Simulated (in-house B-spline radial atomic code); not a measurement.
Response of the molybdenum ion Mo⁶⁺ as one setting changes: the share of exact exchange in a PBE hybrid. A dash marks a strongly mixed or unbound state. Computed with a B-spline radial code for spherical atoms: linear response of the closed shell [Ar] 3d10 4s2 4p6 with the functional's adiabatic kernel; scalar-relativistic (spin-free one-electron X2C), finite nucleus, no spin-orbit coupling, no double excitations, S, P, D and F terms only; shells from n = 2 respond. Only terms of natural parity with L up to 3 were computed.

```tsv
share of exact exchange in a PBE hybrid	lowest 1P (eV)	lowest 3P, Tamm-Dancoff (eV)	minus highest occupied level (eV)	α (bohr³)
0	4p → 4d 51.26	4p → 4d 38.45	117.14	1.791
0.1	4p → 4d 51.32	4p → 4d 38.47	118.19	1.789
0.2	4p → 4d 51.37	4p → 4d 38.49	119.24	1.788
0.3	4p → 4d 51.42	4p → 4d 38.51	120.29	1.786
0.4	?	?	?	?
0.5	?	?	?	?
0.6	4p → 4d 51.57	4p → 4d 38.56	123.45	1.782
0.7	4p → 4d 51.62	4p → 4d 38.58	124.50	1.781
0.8	4p → 4d 51.67	4p → 4d 38.59	125.55	1.78
0.9	4p → 4d 51.72	4p → 4d 38.61	126.60	1.778
1	4p → 4d 51.76	4p → 4d 38.62	127.65	1.777
```

Task: What belongs in the row for 0.4?

Result: lowest 1P (eV): 4p → 4d 51.48; lowest 3P, Tamm-Dancoff (eV): 4p → 4d 38.52; minus highest occupied level (eV): 121.34; α (bohr³): 1.785.

Task: What belongs in the row for 0.5?

Result: lowest 1P (eV): 4p → 4d 51.53; lowest 3P, Tamm-Dancoff (eV): 4p → 4d 38.54; minus highest occupied level (eV): 122.40; α (bohr³): 1.784.
